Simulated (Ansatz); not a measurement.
Frontier orbitals of C3H3BCl2O2 (`Cl[B-]1(Cl)OC=CC=[O+]1`).

Charge 0, multiplicity 1. The geometry is a stationary point of PBE0-D4/def2-TZVP. Basis def2-TZVPP, the Gaussian-basis code of Ansatz.

```tsv
functional	HOMO (eV)	LUMO (eV)	gap (eV)
LDA (SPW92)	-6.78	-4.20	2.58
PBE	-6.62	-3.94	2.68
r2SCAN	-6.94	-3.85	3.09
PBE0	-7.95	-3.09	4.86
B3LYP	-7.67	-3.30	4.37
ωB97X-V	-10.33	-0.90	9.43
ωB97M-V	-10.18	-0.95	9.23
```

From PBE to PBE0 the HOMO moves by −1.33 eV and the LUMO by +0.84 eV, and with ωB97M-V by −3.56 and +2.99 eV, so the gap grows from 2.69 to 9.23 eV with exact exchange.

B3LYP here is the variant with VWN-RPA as its local correlation; programs differ in this.
